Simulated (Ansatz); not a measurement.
```yaml
crystal:
  periodic: [false, false, false]
  atoms:
    - {symbol: O, position_ang: [0.385336, 0.615353, -1.522227]}
    - {symbol: C, position_ang: [-0.331289, 0.203630, -0.399996]}
    - {symbol: C, position_ang: [-0.253069, -1.307071, -0.238779]}
    - {symbol: F, position_ang: [-1.046963, -1.702620, 0.788788]}
    - {symbol: F, position_ang: [1.013203, -1.694383, 0.048472]}
    - {symbol: C, position_ang: [0.098697, 0.938947, 0.863625]}
    - {symbol: F, position_ang: [-0.351606, 2.213117, 0.823586]}
    - {symbol: F, position_ang: [1.455212, 0.993323, 0.916069]}
    - {symbol: Xx, position_ang: [1.324040, 0.588960, -1.304732]}
    - {symbol: H, position_ang: [-1.383109, 0.450379, -0.571123]}
    - {symbol: H, position_ang: [-0.569131, -1.822417, -1.150266]}
    - {symbol: H, position_ang: [-0.264320, 0.467582, 1.780681]}
basis:
  gaussian: {orbitals: ANO-RCC-VTZP}
magnetization: {spin_polarized: true, initial_magnetization: 2}
hamiltonian: {xc: {name: revPBE}, dispersion: d3bj}
output: {forces: true}
```

```sh
$ ansatz run in.yaml --threads 4 --pin off --events-out ev --progress --plain --max-ram 11315MiB
```

Output, abridged:

```
Error: YAML parse error: error: line 12 column 16: `Xx` is not an element symbol (H … Og, case-exact)
10 |     - {symbol: F, position_ang: [-0.351606, 2.213117, 0.823586]}
11 |     - {symbol: F, position_ang: [1.455212, 0.993323, 0.916069]}
12 |     - {symbol: Xx, position_ang: [1.324040, 0.588960, -1.304732]}
13 |     - {symbol: H, position_ang: [-1.383109, 0.450379, -0.571123]}
14 |     - {symbol: H, position_ang: [-0.569131, -1.822417, -1.150266]}
```

What is wrong with this run?

An element symbol is wrong. The input was rejected before any iteration.
